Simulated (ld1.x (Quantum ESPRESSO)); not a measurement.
## cobalt (Co): excitation energies, all-electron against TM

- Element: cobalt (Co)
- Generator: ld1.x (Quantum ESPRESSO) 7.5
- Type: norm-conserving Troullier–Martins (Kleinman–Bylander form)
- Functional: LDA (PZ)
- Relativity: scalar-relativistic
- Frozen core: [Ne] 3s2
- Valence charge: 15
- Reference configuration: 3p6 3d6 4s0 4p0 (charge +3)
- Partial waves: 4s (bound, empty): rc 1.95 bohr; 3d (bound): rc 0.90 bohr; 3p (bound): rc 0.85 bohr
- Local potential: the p channel
- Core correction: none

Energies are relative to the spin-unpolarised reference configuration 3p6 3d6 4s0 4p0; without spin polarisation the order of configurations can differ from experiment. Spin-polarised rows fill each open shell by Hund’s rule, majority spin first. The frozen-core shift is the all-electron ΔE with the core orbitals held at their reference shape minus the fully relaxed ΔE.

| valence configuration | charge | ΔE all-electron (eV) | error AE − PS (meV) | frozen-core shift (meV) |
| --- | --- | --- | --- | --- |
| 3p6 3d7 4s2 4p0 | 0 | -62.569 | +127 | +26 |
| 3p6 3d7 4s1 4p0 | +1 | -53.273 | +77 | +30 |
| 3p6 3d6 4s2 4p1 | 0 | -52.797 | +25 | -2.0 |
| 3p6 3d7 4s1.5 4p0 | +0.5 | -58.848 | +106 | +28 |
| 3p6 3d8 4s0 4p0 | +1 | -55.864 | -30 | +81 |
| 3p6 3d7 4s0 4p1 | +1 | -47.821 | +5.3 | +31 |
| 3p6 3d6 4s0 4p0 (spin-polarised) | +3 | -4.150 | +1084 | +9.4 |
| 3p6 3d7 4s2 4p0 (spin-polarised) | 0 | -64.552 | +633 | +33 |

What are ΔE and the potential's error for 3p6 3d7 4s0 4p0?

ΔE = -36.188 eV all-electron; the error (AE − PS) is -13 meV.

A variational frozen-core shift is positive and of second order in the change. This column holds negative values, so the frozen-core run of ld1.x carries numerical noise or an error of first order here, and the column gives no more than the rough size of the effect.

Note: ghost state, extra bound levels that the all-electron valence spectrum of the same l lacks: s at -120.7 eV. A true bound ghost makes a file unfit for plane-wave use.
